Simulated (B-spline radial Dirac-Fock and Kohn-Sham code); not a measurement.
ΔSCF core binding energies without Breit or QED terms, calculated with an atomic code on a B-spline grid.

A sound run for atomic cerium in the configuration [Xe] 4f1 5d1 6s2: The ground state converged in 12 iterations, with total energy -8861.07477 Ha, virial ratio 1.93218 and highest orbital energy -4.97 eV. ΔSCF binding energies: K (1s) 40606.6 eV, L3 (2p3/2) 5745.1 eV, M5 (3d5/2) 894.5 eV.

A second run, with one unsound setting: The ground state had not converged after 71 iterations, with total energy -8859.91704 Ha, virial ratio 1.92562 and highest orbital energy 10.10 eV. ΔSCF binding energies: K (1s) 40640.0 eV, L3 (2p3/2) 5774.6 eV, M5 (3d5/2) 917.1 eV (not all states converged, so these are not final).

```
iter   energy (Ha)        error
   1    -8853.79748796  1.98e+00
   2    -8857.88087943  3.76e-01
   3    -8857.92712173  3.73e-01
   4    -8857.97270741  3.69e-01
   5    -8858.01764551  3.66e-01
   6    -8858.06194496  3.63e-01
   7    -8858.10561455  3.59e-01
   8    -8858.14866300  3.56e-01
   9    -8858.19109888  3.53e-01
  17    -8858.50952654  3.32e-01
  25    -8858.79334418  3.12e-01
  33    -8859.04622710  2.94e-01
  41    -8859.27147443  2.76e-01
  49    -8859.47204466  2.60e-01
  57    -8859.65058871  2.44e-01
  65    -8859.80948011  2.29e-01
  71    -8859.91703795  2.18e-01
```

Q: Which fault fits the second run best?
A. nuclear radius in wrong units
B. functional not served
C. overfilled shell
D. damping too heavy

A: D. The input had damp = 0.995; ndamp = 100: damp is so close to 1 that the orbitals hardly move in each step.
